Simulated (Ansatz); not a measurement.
Reaction (formal hydrolysis of a B–F bond): `COB(F)OC` + H₂O → `COB(O)OC` + H–F

Computed with Ansatz on PBE0-D4/def2-TZVP structures; ΔE is electronic, products minus reactants. CCSD(T)/CBS adds triple-zeta CCSD(T) − MP2 to the extrapolated MP2 energy (def2 sets, frozen cores). This one scheme is used for every species. Functionals use def2-TZVPP. B3LYP here is the variant with VWN-RPA as its local correlation; programs differ in this. One conformer a species, not always the lowest.

```tsv
level	ΔE (kJ/mol)	difference from CCSD(T)/CBS
PBE0-D4	16.3	0.2
B3LYP-D4	19.2	3.1
r2SCANh-D4	19.2	3.1
BHLYP-D4	19.7	3.6
CAM-B3LYP-D4	19.5	3.4
PBE-QIDH	15.9	-0.2
r2SCAN	20.3	4.2
CAM-B3LYP	21.1	5.0
HF/def2-SVP	20.8	4.7
CCSD/def2-SVP	16.6	0.5
CCSD(T)/CBS	16.1	0
```

Largest T1 diagnostic among the species: 0.012.

Leaving LDA and LC-ωPBE aside and taking each functional with its dispersion term where it has one, the values, not all of them listed here, spread over 6.4 kJ/mol, from revPBE-D4 to B97M-V. LDA lies −5.5 kJ/mol from PBE without D4. In def2-TZVPP, CCSD(T) changes the Hartree–Fock value by −9.0 kJ/mol (the triples alone add −1.2 kJ/mol) and MP2 by −11.3 kJ/mol.
